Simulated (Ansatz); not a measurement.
**Worked example: the enthalpy of CHBr2Cl + CBrCl2F → CHBrCl2 + CBr2ClF**

Species: CHBr2Cl (chlorodibromomethane) `ClC(Br)Br`, singlet; CBrCl2F (bromodichlorofluoromethane) `FC(Cl)(Cl)Br`, singlet; CHBrCl2 (bromodichloromethane) `ClC(Cl)Br`, singlet; CBr2ClF (dibromochlorofluoromethane) `FC(Cl)(Br)Br`, singlet. The partners trade Br for Cl; both sit on C, so the bond types are kept.

Shapes, held fixed at every level: PBE0-D4/def2-TZVP. Programs: Ansatz 0.2.0. The zero-point and thermal terms to 298 K, harmonic and unscaled (PBE0-D4/def2-TZVP), stand in the table.

At PBE-D4/def2-TZVPP; 1 Eh = 2625.50 kJ/mol:

```
species   energy (Eh)  H(298 K) − E (kJ/mol)  tabulated ΔfH (kJ/mol)
CHBr2Cl  -5646.234415                   64.6                    -3.0
CBrCl2F  -3631.685362                   45.0                  -240.0
CHBrCl2  -3532.491794                   65.7                   -51.5
CBr2ClF  -5745.426983                   44.0                  -187.4
```

Problem. Work out the reaction enthalpy at 298 K from the calculation and from the table of heats.

Solution. 
1. Electronic: (-3532.491794) + (-5745.426983) − [(-5646.234415) + (-3631.685362)] = 0.001000 Eh = +2.6 kJ/mol.
2. Zero-point and thermal: (65.7) + (44.0) − [(64.6) + (45.0)] = +0.1 kJ/mol.
3. Computed ΔH = +2.7 kJ/mol.
4. From the heats of formation (Active Thermochemical Tables): (-51.5) + (-187.4) − [(-3.0) + (-240.0)] = +4.1 kJ/mol.
5. Computed less tabulated: -1.4 kJ/mol. Tabulated heats carry uncertainties of their own.

Relativity is left out for Br unless named.
